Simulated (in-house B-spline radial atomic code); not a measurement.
## Binding energies in the neon ion Ne²⁺

NIST's tabulated ground configuration is [He] 2s2 2p4; each binding energy is the energy of the ion with one electron taken from that subshell, relaxed, less that of the parent. Level of theory: Dirac-Hartree-Fock, average of configuration, Fermi nucleus of rms radius 3.0055 fm; calculated with a radial B-spline atomic code at the basis-set limit. Energies include first-order Breit, QED and recoil terms.

| subshell | X-ray name | binding energy (eV) | -ε (eV) | relaxation (eV) |
| --- | --- | --- | --- | --- |
| 1s | K | 927.1 | 944.0 | 16.3 |
| 2s | L1 | 91.17 | 93.06 | 1.86 |
| 2p | L2,3 | 65.57 | 67.71 | 2.12 |

Relaxation = -ε minus the binding energy without Breit, QED and recoil terms.

Question: What does it cost to remove both a 2s and a 2p electron?

Answer: 181.43 eV, which is 24.68 eV more than the two single binding energies together.

Question: What does it cost to remove two 1s electrons?

Answer: 1990.8 eV, which is 136.6 eV more than the two single binding energies together.

Question: What does it cost to remove two 2p electrons?

Answer: 158.86 eV, which is 27.71 eV more than the two single binding energies together.
